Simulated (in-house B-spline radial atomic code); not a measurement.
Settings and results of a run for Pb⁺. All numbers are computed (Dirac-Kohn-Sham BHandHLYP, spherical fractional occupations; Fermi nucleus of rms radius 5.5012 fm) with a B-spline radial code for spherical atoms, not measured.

Command:
```bash
python run_scf.py task.json out
```
Settings (nuclear radius in fm, mass in u):
```
Z                82
configuration    [Xe] 4f14 5d10 6s2 6p1
hamiltonian      dirac
method           bhandhlyp
spin_polarised   False
nucleus          fermi
rms_radius       5.5012
atomic_mass      207.97665
speed_of_light   137.035999084
```

Output (hartree, bohr):
```
 radial grid: 81 intervals, B-splines of order 8, outer radius 60 bohr

 iter        energy (Eh)    residual
    1      -20919.331090    9.44e-01
    2      -20919.661340    1.93e-01
    3      -20920.612876    2.17e-02
    4      -20920.617063    8.95e-03
    5      -20920.617269    6.57e-04
    6      -20920.617272    4.19e-04
    7      -20920.617277    1.87e-05
    8      -20920.617277    2.39e-06
    9      -20920.617277    1.08e-06
   10      -20920.617277    6.00e-08

 total energy                    -20920.61728
 kinetic                           24320.1306
 electron-nucleus                 -52902.6292
 Hartree                            8050.0632
 exact exchange                     -190.4531
 exchange-correlation               -197.7288

 first-order corrections (not in the total)
   Gaunt                            27.7127
   retardation                      -2.9392
   frequency dependence             -0.5598
   self-energy                      20.9876
   Uehling                          -4.4559
   Wichmann-Kroll                    0.2050
   recoil                            0.0329

 orbital      occ     eigenvalue          <r>       <r^2>       <1/r>       r_max    small
 1s1/2      2.000     -3243.8522    0.0160555 0.000357486     101.245    0.009846  9.78e-02
 2s1/2      2.000      -582.9932    0.0669012  0.00536383     25.0466     0.05737  2.26e-02
 2p1/2      2.000      -559.4838    0.0549114  0.00377948     24.9851     0.04201  2.27e-02
 2p3/2      4.000      -478.9494    0.0638106  0.00495937     19.9605     0.04971  1.99e-02
 3s1/2      2.000      -141.4864     0.173839   0.0347183     9.19175      0.1614  7.60e-03
 3p1/2      2.000      -130.8755     0.164412   0.0315831     9.09803      0.1504  7.54e-03
 3p3/2      4.000      -112.7919     0.180608   0.0378947      7.7868      0.1659  6.76e-03
 3d3/2      4.000       -95.4038     0.157029   0.0289497     7.67709      0.1289  6.63e-03
 3d5/2      6.000       -91.5724     0.161942   0.0306612     7.38488      0.1331  6.42e-03
 4s1/2      2.000       -32.9835     0.384074    0.166609     3.89475      0.3628  2.61e-03
 4p1/2      2.000       -28.3678     0.385474    0.169167     3.78448      0.3605  2.51e-03
 4p3/2      4.000       -23.9109     0.419143    0.199679     3.34063      0.3916  2.22e-03
 4d3/2      4.000       -16.3790     0.424078    0.207734     3.14159      0.3832  2.01e-03
 4d5/2      6.000       -15.5420     0.435038    0.218385      3.0394      0.3927  1.94e-03
 5s1/2      2.000        -6.0217     0.859235    0.827306     1.60265      0.7923  6.84e-04
 5p1/2      2.000        -4.4062      0.91859    0.951699       1.481       0.831  5.99e-04
 5p3/2      4.000        -3.5701      1.00788     1.14638     1.31939      0.9061  5.08e-04
 4f5/2      6.000        -5.7591     0.449887    0.242083      2.6971      0.3482  1.57e-03
 4f7/2      8.000        -5.5706      0.45609    0.248741     2.65803      0.3528  1.54e-03
 5d3/2      4.000        -1.2903      1.26596     1.85865     1.03725       1.052  3.26e-04
 5d5/2      6.000        -1.1915      1.31328     2.00296    0.996202       1.085  3.04e-04
 6s1/2      2.000        -0.7854      2.27219      5.8332    0.564765       1.965  1.03e-04
 6p1/2      0.333        -0.3716      2.88953     9.57276    0.438639       2.383  5.98e-05
 6p3/2      0.667        -0.3093      3.25982     12.1675    0.384134       2.691  4.56e-05
```

Run time, properties included: 3.6 s on 1 thread of Arm Neoverse V1, on a shared host.

For the Dirac Hamiltonian the kinetic term is c α·p + (β - 1)c².

Caution: exact exchange at fractional occupations of open shells leaves self-interaction of up to several eV.
